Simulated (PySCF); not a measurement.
# Tin: a sound run and one with changed settings

Sound run: Sn [Kr] 4d10 5s2 5p2, Sn⁺ [Kr] 4d10 5s2 5p1. Calculation: PySCF 2.14, in aug-cc-pVDZ-PP with ECP28MDF (5s4p3d, 32 functions); a scalar-relativistic core potential. The sound run starts from symmetry-adapted Hartree-Fock orbitals and uses a fine grid where one is needed.

Changed run: 26 angular points. This setting is unsound on purpose.

```
species  method  sound run (hartree)  changed run (hartree)  converged
     Sn     UHF           -213.33545             -213.33545        yes
     Sn    BP86           -214.36420             -214.36423        yes
     Sn    PBE0           -214.25374             -214.25377        yes
    Sn⁺     UHF           -213.08344             -213.08344        yes
    Sn⁺    BP86           -214.09282             -214.09284        yes
    Sn⁺    PBE0           -213.98510             -213.98515        yes
```

Ionisation energy of Sn:

```csv
method,sound run (eV),changed run (eV)
UHF,6.858,6.858
BP86,7.385,7.385
PBE0,7.310,7.310
```

A coarse angular grid integrates products of high-l functions wrongly, so density functionals can shift, and the SCF can exploit the error; Hartree-Fock and MP2 need no grid.

For comparison, NIST gives 7.344 eV between the lowest levels.
